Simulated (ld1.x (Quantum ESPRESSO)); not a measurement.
## copper (Cu): ultrasoft pseudisation with LDA (PZ), scalar-relativistic reference atom.

ld1.x (Quantum ESPRESSO) 7.5 input, shortened:

```
&input
   title='Cu', zed=29., rel=1, dft='PZ', iswitch=3,
   config='[Ar] 3d10 4s0.5 4p0'
 /
 &inputp
   pseudotype=3, tm=.true., lloc=-1, rcloc=0.80,
   nlcc=.false.
 /
6
3S  1  0   2.00   0.00  1.30  1.55  0.0
4S  2  0   0.50   0.00  1.30  1.55  0.0
3P  2  1   6.00   0.00  1.05  1.25  0.0
4P  3  1   0.00   0.00  1.05  1.25  0.0
3D  3  2  10.00   0.00  0.70  0.80  0.0
3D  3  2   0.00  -0.20  0.70  0.80  0.0
 &test
   configts(1)='3s2 3p6 3d10 4s0.5 4p0'
 /
```

Results:

```json
{
 "Configuration tests": "test run stopped at test 5 of 9 (negative rho)",
 "Lowest eigenvalue of the overlap operator": "-0.79 (p channel); it is negative, so in a basis up to 400 Ry S is not positive definite and the file is unfit for use"
}
```

A Bessel basis up to 400 Ry misses an occupied level by 0.03 Ry, so cutoffs and ghosts were not judged. Its overlap operator is not positive definite in a basis up to 400 Ry (lowest eigenvalue s -0.31, p -0.79), so the file is unfit for use: the generalised eigenproblem breaks down once the basis is large enough, and its test numbers describe a broken file. The potential misses its own reference levels by up to 1.9 eV, so it is not fit for use.

Generation and tests took about 2.4 s on one core of a shared server CPU.
